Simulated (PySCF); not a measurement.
NMR data simulated for an unnamed compound:

$^{1}$H NMR (600 MHz, computed): δ 11.16 (br s, 1H), 8.54 (s, 1H), 6.19 (t, 1H), 4.63 (m, 2H), 3.85 (t, 3H), 3.52 (t, 3H), 1.99 (q, 2H).

$^{13}$C{$^{1}$H} NMR (computed): δ 170.7 (CH), 158.3 (C), 134.1 (CH), 19.2 (CH2).

Theory: structure optimised with GFN2-xTB, GIAO PBE0/pcSseg-1 shieldings, in PySCF (averaged over atoms made equivalent by symmetry, fast rotation or ring inversion, one computed conformer, no relativistic terms, isolated molecule).

δ = σ(ref) − σ, references computed at the same level: $^{1}$H (σref 31.72), $^{13}$C (σref 186.93) against TMS.

Which of these does the molecule contain: a Si–H bond, a non-aromatic C=C double bond, an ester, an NH or NH2 group, a methoxy group, an S-methyl group?

Results:


- A Si–H bond: yes (δH 4.63 (m)).
- A non-aromatic C=C double bond: yes.
- An ester: no.
- An NH or NH2 group: yes (δH 11.16 (br s)).
- A methoxy group: no.
- An S-methyl group: no.

The data belong to SMILES [H]/N=C\C(=C/[SiH2][SiH3])C[SiH3], C4H13NSi3; they needn't prove each group on their own.

Carbon signals by region: 1 in the far downfield region (above 160 ppm), 2 in the sp2 and nitrile region (100–160 ppm), 1 below 50 ppm. Above 160 ppm: 170.7, C=N carbon.

OH/NH shifts are gas-phase values; hydrogen bonding in solution moves them, usually downfield. Shifts are as computed. Against solution values, carbons near 30 ppm lie about +3 ppm off and those near 130 ppm about +5 ppm. Of 1309 compounds with measured shifts, 239 miss one by over three times the rms of a fit or turn the order of signals round; such compounds aren't used in these exercises. Multiplicities follow the n + 1 count of equivalent neighbours, as no J values were calculated; m marks all less simple cases, F and P coupling included.
